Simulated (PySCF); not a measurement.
C₃H₉ClOSi, SMILES OC(C)([SiH2]Cl)C.

The structure is a stationary point at PBE0-D3(BJ)/def2-SVP. The values are those of a single conformer.

Method: PBE0-D3(BJ)/def2-SVP in PySCF.

Frequencies are harmonic and unscaled.

```tsv
mode	ν (cm⁻¹)	IR (km/mol)	moving atoms (share of kinetic energy)
1	78	1.3	Cl 25 %, C 21 %, Si 20 %, H 20 %, O 14 %
2	126	3.4	Cl 39 %, C 19 %, O 18 %, H 14 %, Si 9 %
3	207	2.0	H 52 %, C 25 %, O 16 %
4	234	0.3	H 80 %, C 13 %
5	252	3.5	H 40 %, C 32 %, Cl 16 %
6	286	2.0	H 79 %, C 12 %
7	365	0.3	H 33 %, O 23 %, C 22 %, Si 22 %
8	372	13.9	C 32 %, H 32 %, Si 19 %, O 16 %
9	430	92.8	H 76 %, O 11 %, C 10 %
10	444	41.6	H 39 %, C 30 %, O 21 %
11	541	60.0	Si 48 %, Cl 36 %, H 11 %
12	590	32.2	H 65 %, Si 21 %
13	624	1.8	C 39 %, H 37 %, Si 16 %
14	688	0.5	H 93 %
15	838	156.7	H 76 %, C 12 %
16	887	79.0	H 46 %, C 35 %, O 14 %
17	943	4.5	H 69 %, C 31 %
18	946	98.6	H 95 %
19	991	23.8	H 45 %, C 34 %, O 21 %
20	995	6.0	H 76 %, C 23 %
21	1137	39.9	H 53 %, C 45 %
22	1204	38.1	C 64 %, H 28 %
23	1212	14.8	C 64 %, H 32 %
24	1345	54.3	H 76 %, C 19 %
25	1382	25.5	H 69 %, C 30 %
26	1396	10.9	H 70 %, C 29 %
27	1443	4.4	H 96 %
28	1459	3.5	H 94 %
29	1465	6.2	H 94 %
30	1480	6.8	H 95 %
31	2238	97.8	H 97 %
32	2264	97.0	H 96 %
33	3043	14.7	H 97 %
34	3050	14.4	H 97 %
35	3139	11.2	H 90 %, C 10 %
36	3143	8.6	H 91 %, C 9 %
37	3150	11.6	H 91 %, C 9 %
38	3161	10.4	H 90 %, C 10 %
39	3829	40.4	H 94 %
```
